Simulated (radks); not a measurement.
The numbers below are computed, except where a source is named.
Xe VII, configuration [Kr] 4d10 5s1 5p1 (not the ground configuration).

Level of theory: scalar-relativistic Kohn-Sham, r2SCAN, spin-polarised, spherical densities, finite nucleus; open shells are filled with parallel spins first (spin-orbit coupling, left out, can overturn this in heavy ions); meta-GGA in the generalised Kohn-Sham scheme; Fermi nuclear charge, rms radius 4.7859 fm (a radial shooting solver on a logarithmic mesh with Libxc functionals).

Energy parts (eV):
| part | energy |
|---|---|
| total | -202430.391 |
| kinetic | 212887.118 |
| electron-nucleus | -486184.680 |
| Hartree | 75896.194 |
| exchange-correlation | -5029.022 |

Orbitals (lengths in bohr, moments of r in powers of bohr; <r^-3> diverges for s and p1/2; r(max) is where P^2 peaks; r(90%) holds 90 % of the orbital's charge):
| orbital | occ. | eigenvalue (eV) | <r> | r(max) | <r^-3> | r(90%) |
|---|---|---|---|---|---|---|
| 1s up | 1 | -34510.79 | 0.02666 | 0.01716 | - | 0.0480 |
| 1s down | 1 | -34510.61 | 0.02666 | 0.01716 | - | 0.0480 |
| 2s up | 1 | -5454.735 | 0.1146 | 0.09690 | - | 0.177 |
| 2s down | 1 | -5454.694 | 0.1146 | 0.09691 | - | 0.177 |
| 2p up | 3 | -4899.520 | 0.1003 | 0.07781 | 6171 | 0.163 |
| 2p down | 3 | -4899.416 | 0.1003 | 0.07782 | 6171 | 0.163 |
| 3s up | 1 | -1184.652 | 0.3057 | 0.2785 | - | 0.449 |
| 3s down | 1 | -1184.524 | 0.3057 | 0.2785 | - | 0.449 |
| 3p up | 3 | -1004.172 | 0.3039 | 0.2725 | 1196 | 0.456 |
| 3p down | 3 | -1004.018 | 0.3039 | 0.2726 | 1196 | 0.456 |
| 3d up | 5 | -736.9370 | 0.2808 | 0.2262 | 164.0 | 0.440 |
| 3d down | 5 | -736.7833 | 0.2807 | 0.2262 | 164.0 | 0.440 |
| 4s up | 1 | -279.2286 | 0.7160 | 0.6608 | - | 1.03 |
| 4s down | 1 | -278.8242 | 0.7161 | 0.6613 | - | 1.03 |
| 4p up | 3 | -221.6103 | 0.7624 | 0.6924 | 237.6 | 1.11 |
| 4p down | 3 | -221.2029 | 0.7615 | 0.6930 | 237.4 | 1.11 |
| 4d up | 5 | -137.0669 | 0.8641 | 0.7451 | 25.76 | 1.30 |
| 4d down | 5 | -136.3936 | 0.8572 | 0.7449 | 26.02 | 1.29 |
| 5s up | 1 | -88.7386 | 1.642 | 1.532 | - | 2.32 |
| 5s down | 0 | -83.6148 | 1.628 | 1.513 | - | 2.31 |
| 5p up | 1 | -72.9064 | 1.808 | 1.686 | 43.62 | 2.56 |
| 5p down | 0 | -67.9691 | 1.829 | 1.692 | 43.27 | 2.61 |

The highest occupied level is 5p up at -72.906 eV. The configuration is held as typed, so some empty levels lie below it. The electron density at the nucleus is 2.805e+05 e/bohr^3 (large components only).
